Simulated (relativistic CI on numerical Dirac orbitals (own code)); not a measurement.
# How well does a small relativistic CI reproduce Zn⁶⁺?

Method of calculation: Dirac-Coulomb-Breit CI, orbitals from a KLI potential per configuration, model QED (radiative potential, 1s self-energy scaled to tabulated hydrogen-like ionisation energies), unscaled Slater integrals (own radial code, finite nucleus).

Configurations in the expansion (outside the closed core [Ne]): 3s2 3p6 3d6, 3s2 3p6 3d5 4s, 3s2 3p5 3d7, 3s2 3p6 3d5 4p, 3s2 3p4 3d8, 3s2 3p6 3d5 4d, 3s 3p6 3d7, 3s2 3p6 3d5 5s, 3s2 3p6 3d5 4f, 3s2 3p6 3d5 5p, 3s2 3p6 3d5 5d, 3s2 3p6 3d4 4s2, 3s2 3p6 3d5 5f, 3s2 3p6 3d5 5g. Levels of other configurations are missing.

```
 Configuration  Term (tabulated)  J  Measured (cm⁻¹)  Computed  Error  Purity (%)
   3s2 3p6 3d6                5D  4              0.0         0      0          99
   3s2 3p6 3d6                5D  3           1567.0      1540    -27          99
   3s2 3p6 3d6                5D  2           2579.0      2536    -43          99
   3s2 3p6 3d6                5D  1           3230.0      3169    -61          99
   3s2 3p6 3d6               3P2  2          32319.0     32300    -19          98
   3s2 3p6 3d6                3H  6          33630.0     37770   4140          99
   3s2 3p6 3d6              3H †  5          34358.0     38454   4096          94
   3s2 3p6 3d6              3H †  4          34559.0     39368   4809          80
   3s2 3p6 3d6               3F2  4          36364.0     37504   1140          74
   3s2 3p6 3d6               3P2  1          36747.0     36698    -49          98
   3s2 3p6 3d6               3F2  3          36953.0     38841   1888          95
   3s2 3p6 3d6               3F2  2          37536.0     39381   1845          99
   3s2 3p6 3d6                3G  5          41450.0     45311   3861          93
   3s2 3p6 3d6                3G  4          42875.0     46612   3737          92
   3s2 3p6 3d6                3G  3          43405.0     47139   3734          96
   3s2 3p6 3d6                1I  6          51469.0     57563   6094          99
   3s2 3p6 3d6                3D  2          51684.0     55033   3349          94
   3s2 3p6 3d6                3D  1          51908.0     55284   3376          99
   3s2 3p6 3d6                3D  3          52228.0     55638   3410          99
   3s2 3p6 3d6               1G2  4          52978.0     55711   2733          96
   3s2 3p6 3d6               1D2  2          60829.0     63615   2786          93
   3s2 3p6 3d6                1F  3          71841.0     77118   5277          97
   3s2 3p6 3d6               3P1  1          83723.0     88797   5074          99
   3s2 3p6 3d6             3F1 †  2          85431.0     91115   5684          99
   3s2 3p6 3d6             3F1 †  4          85493.0     91286   5793          98
   3s2 3p6 3d6               3F1  3          85894.0     91594   5700          97
   3s2 3p6 3d6               3P1  2          86502.0     91565   5063          98
   3s2 3p6 3d6               1G1  4          96864.0    103990   7126          98
   3s2 3p6 3d6               1D1  2         129380.0    138399   9019          99
3s2 3p6 3d5 4p               5P°  3         468437.0    465748  -2689          97
3s2 3p6 3d5 4p               5P°  2         469602.0    466906  -2696          98
3s2 3p6 3d5 4p               5P°  1         470310.0    467612  -2698         100
3s2 3p6 3d5 4p               5F°  5         507704.0    509309   1605          67
3s2 3p6 3d5 4p               5F°  4         508903.0    509850    947          85
3s2 3p6 3d5 4p               5H°  5         508927.0    508026   -901          59
3s2 3p6 3d5 4p               5P°  1         513017.0    516597   3580          86
3s2 3p6 3d5 4p               3F°  3         513590.0    515039   1449          74
3s2 3p6 3d5 4p               3F°  4         514001.0    515631   1630          79
3s2 3p6 3d5 4p               3H°  6         514596.0    515348    752          93
3s2 3p6 3d5 4p               3H°  5         515395.0    516147    752          95
3s2 3p6 3d5 4p               3H°  4         515818.0    516612    794          97
3s2 3p6 3d5 4p               5F°  3         516964.0    520386   3422          82
3s2 3p6 3d5 4p               5F°  4         517872.0    521361   3489          80
3s2 3p6 3d5 4p               5F°  5         518826.0    522207   3381          96
3s2 3p6 3d5 4p               5D°  4         519689.0    523236   3547          92
3s2 3p6 3d5 4p               5D°  2         520079.0    523914   3835          74
3s2 3p6 3d5 4p               3D°  3         520862.0    525574   4712          63
3s2 3p6 3d5 4p               3G°  4         520903.0    523037   2134          95
3s2 3p6 3d5 4p               5D°  1         520937.0    524824   3887          67
3s2 3p6 3d5 4p               3G°  5         520975.0    523049   2074          94
3s2 3p6 3d5 4p               3D°  2         521685.0    526403   4718          56
3s2 3p6 3d5 4p               3D°  2         524785.0    528931   4146          81
3s2 3p6 3d5 4p               3F°  4         525452.0    529978   4526          89
3s2 3p6 3d5 4p               3F°  3         526611.0    531185   4574          74
3s2 3p6 3d5 4p               3F°  2         526728.0    531326   4598          82
3s2 3p6 3d5 4p               3S°  1         528902.0    534467   5565          85
3s2 3p6 3d5 4p               3K°  6         529600.0    530173    573          71
3s2 3p6 3d5 4p               3K°  7         530373.0    530903    530          57
3s2 3p6 3d5 4p               3F°  3         533367.0    539253   5886          66
3s2 3p6 3d5 4p             3H° †  6         535187.0    536439   1252          70
3s2 3p6 3d5 4p             3H° †  4         535706.0    537875   2169          95
3s2 3p6 3d5 4p               3F°  4         536383.0    541987   5604          68
```

Measured levels from Sugar and Musgrove, J. Phys. Chem. Ref. Data 24, 1803 (1995); pairs were made by configuration, J and term (by order where the table uses no LS term), so strongly mixed levels may be paired wrongly.

Mean error by configuration (cm⁻¹): 3s2 3p6 3d6 3298; 3s2 3p6 3d5 4p 2378. Over the excited levels the mean absolute error is 3114 cm⁻¹ (61 of the 66 excited levels that our extract of the source holds in range could be paired, and the others can miss by more), and the median relative error of those above 1,000 cm⁻¹ is 0.87 %. Some levels of the ground configuration have no partner. † marks terms whose computed intervals miss the measured ones by more than a factor of 2.5, or configurations far off the rest, from wrong mixing, a near crossing or a doubtful label or measurement; they are left out of the means.
